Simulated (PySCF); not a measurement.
Compound: C4H7F3N2.
Numbering: `[CH3:1][NH:2]/[N:3]=[C:4](/[CH3:5])[C:6]([F:7])([F:8])[F:9]` (hydrogens: H10, H11, H12 on C1; H13 on N2; H14, H15, H16 on C5)

Geometry (GFN2-xTB, Å), atoms numbered from 1 in this order:
```
atom  x, y, z in Å
C1     2.7729   -0.0476   -0.0115
N2     1.4092   -0.4872   -0.1390
N3     0.4707    0.4153   -0.0232
C4    -0.7883    0.2480    0.0137
C5    -1.6799    1.4510    0.0778
C6    -1.5576   -1.0547   -0.0271
F7    -2.2909   -1.1752   -1.1545
F8    -0.8003   -2.1698    0.0357
F9    -2.4342   -1.1537    0.9923
H10    2.7790    1.0376   -0.0792
H11    3.2058   -0.3478    0.9471
H12    3.3769   -0.4660   -0.8179
H13    1.2325   -1.4847   -0.1025
H14   -2.3028    1.4193    0.9710
H15   -2.3361    1.4811   -0.7919
H16   -1.0643    2.3435    0.0978
```

Mulliken charges (e) from the PBE0/pcSseg-1 density (PySCF), one withheld:

```
atom       bonded to   charge
  C1  N2 H10 H11 H12        ?
  N2       C1 N3 H13  -0.3368
  N3           N2 C4  -0.2173
  C4        N3 C5 C6  -0.1334
  C5  C4 H14 H15 H16  -0.2019
  C6     C4 F7 F8 F9  +0.8493
  F7              C6  -0.2765
  F8              C6  -0.2905
  F9              C6  -0.2747
 H10              C1  +0.1246
 H11              C1  +0.1140
 H12              C1  +0.1144
 H13              N2  +0.1881
 H14              C5  +0.1341
 H15              C5  +0.1334
 H16              C5  +0.1308
```

What is the charge on C1?

The charges add up to the total charge, 0. The others sum to +0.0576, which leaves -0.0576 e for C1 (N-methyl carbon); the computed value is -0.0577, the difference coming from rounding.

Add each hydrogen's charge to the atom that carries it.

C1 +0.2953, N2 -0.1487, C5 +0.1964. Atoms without hydrogen keep their charges.

Across which bond do the charges differ most?

C6–F8: +0.8493 on C6 against -0.2905 on F8, a difference of 1.1398 e. The lower charge is on the more electronegative element of the two (Pauling values: F 3.98, C 2.55).

Take the bonds between elements whose Pauling electronegativities differ by more than 0.25. In how many does the more electronegative atom carry the lower charge?

In 12 of 12.

How much positive and how much negative charge does this set hold in all?

+1.7887 e on 8 atoms and -1.7888 e on 8.

The Mulliken scheme gives each basis function's population to the atom it is centred on and halves the overlap population of two atoms between them. Geometry: GFN2-xTB, one conformer, isolated molecule.

The run behind these numbers computed NMR shieldings as well. On one thread of an Arm Neoverse V2, on a shared host, this took 21 s wall.
